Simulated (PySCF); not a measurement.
Simulated B 1s region for `CC(C)BNB`, binding energy against the vacuum level.

Every computed line was given a Gaussian of 0.6 eV full width at half maximum and an area set by the number of equivalent atoms; the highest printed point is 100. Computed, not measured: delta-SCF UKS SCAN, pcX-2 on the ionised atom, pcseg-1 elsewhere, spin-free X2C (PySCF 2.14.0).

binding energy (eV), intensity and a bar:
```
    194.9          0 
    195.0          1 
    195.1          3 #
    195.2          8 ##
    195.3         17 #####
    195.4         30 #########
    195.5         49 ###############
    195.6         69 #####################
    195.7         86 ##########################
    195.8         98 #############################
    195.9        100 ##############################
    196.0         93 ############################
    196.1         78 #######################
    196.2         59 ##################
    196.3         39 ############
    196.4         23 #######
    196.5         12 ###
    196.6          5 #
    196.7          2 #
    196.8          1 
    196.9          0
```

Q: How many maxima does the curve show, and how many computed lines lie under it?

A: The curve has 1 maximum (at 195.9 eV). Under it lie 2 lines from 2 inequivalent boron sites. At this width some lines have no maximum of their own.

Q: Decompose the envelope and assign each component. Numbering: `[BH2:1][NH:2][BH:3][CH:4]([CH3:5])[CH3:6]`.

A: 
| position (eV) | relative area | line | atoms | environment |
| --- | --- | --- | --- | --- |
| 195.72 | 1 | B 1s | B3 | three-coordinate boron |
| 196.03 | 1 | B 1s | B1 | three-coordinate boron |

Q: What are the centre and the root-mean-square width of the whole band?

A: The area-weighted mean of the lines is 195.87 eV. Their own spread about it is 0.16 eV (rms) and each Gaussian has σ = 0.6/2.355 = 0.25 eV; the variances add, which gives 0.30 eV.

Q: Above which line width would these two lines show one maximum?

A: Two equal Gaussians merge once their distance is under 2σ = FWHM/1.177. With 0.31 eV between them that is a full width over 0.36 eV.

The listed B 1s values span 0.31 eV, from B3 (bonded to N, C and H) to B1 (bonded to N and 2 H). Summing the Pauling electronegativity differences to the bonded atoms, each weighted by its formal bond order, gives +1.67 for the lowest site and +1.32 for the highest; the largest sum, +1.67, belongs to B3, 0.31 eV below the top. The smallest sum, +1.32, belongs to B1, 0.31 eV above the lowest.

The curve has no shake-up lines and no vibrational structure. The structure is a single PBE0-D3(BJ)/def2-SVP conformer in the gas phase; no vibrational or solvent corrections.

Conformer computed: `[BH2:1][NH:2][BH:3][CH:4]([CH3:5])[CH3:6]`: B1–N2–B3–C4 179°, N2–B3–C4–C5 125°.
